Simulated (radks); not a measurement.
Question: Neutral bismuth, [Hg] 6p3. All-electron calculation, non-relativistic Kohn-Sham, PBE, spin-polarised, spherical densities, point nucleus. Program: a radial shooting solver on a logarithmic mesh with Libxc functionals. Every spin shell is full or empty, so the densities are truly spherical. Functionals are evaluated on that one density, not self-consistently. Rank these orbital-free kinetic functionals by their error against the exact value of the orbitals, and give that value: Thomas-Fermi, von Weizsacker, TF + vW, TF + vW/9, revAPBEK, Thakkar, Pearson, LKT.

Answer: Exact: 20094.7 hartree. From best to worst, with 100 (|E| - |E exact|)/|E exact| (equal figures are ties): revAPBEK +0.19, TF + vW/9 -0.67, Thakkar -0.78, Pearson -0.82, Thomas-Fermi -4.55, LKT +15.70, TF + vW +30.41, von Weizsacker -65.04.
